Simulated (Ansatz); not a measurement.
HCl3SSn (SMILES [SH][Sn]([Cl])([Cl])[Cl]), singlet, at a GFN2-xTB geometry (such geometries of metal compounds can be far from the true shape) (all electrons, no relativity); SC-NEVPT2/STO-3G, CASSCF(4,5) (Ansatz, an electronic-structure program).

The Ansatz input:
Ansatz 0.2 input:
```yaml
crystal:
  periodic: [false, false, false]
  atoms:
    - {symbol: S, position_ang: [2.25140279, 0.94985981, -0.08963007]}
    - {symbol: Sn, position_ang: [-0.00340181, 0.02593695, -0.00111512]}
    - {symbol: Cl, position_ang: [-0.26302827, -1.29198426, 1.90417950]}
    - {symbol: Cl, position_ang: [-1.61835610, 1.68582949, 0.02567508]}
    - {symbol: Cl, position_ang: [-0.39474589, -1.35001427, -1.84111624]}
    - {symbol: H, position_ang: [2.84186000, -0.23973051, -0.01871524]}
basis:
  gaussian:
    orbitals: STO-3G
magnetization: {spin_polarized: false}
correlation: {method: sc_nevpt2, electrons: all, active_space: {window: {electrons: 4, orbitals: 5}}}
```

### Question
Predict the main parts of the log of this Ansatz run.

### Answer

```
Functional definition: HF
756 factors; integrals over basis functions are off by at most 2.2e-5 eV
mean field evaluation 1: about -210097.9468 eV, gradient 2.1e1 eV
mean field evaluation 2: about -210097.9807 eV, gradient 2.1e1 eV
mean field evaluation 4: about -210100.7212 eV, gradient 8.1e-1 eV
mean field evaluation 8: about -210100.7249 eV, gradient 5.0e-6 eV
mean field -210100.72492109 eV, -7721.0592294639 hartree, gradient 2.5e-6 eV, S^2 0.000000; 0 other end points of the search recorded, 0 dependent functions left out
reference -210100.72492109 eV, -7721.0592294639 hartree; 59, 59 occupied and 5, 5 virtual orbitals, 756 factors
state -210101.64328131 eV, -7721.0929785794 hartree
state -210101.64328131 eV, -7721.0929785794 hartree; corrected -210102.56221392 eV, -7721.1267487301 hartree
Total energy: -210102.56221392 eV, -7721.1267487301 hartree
```
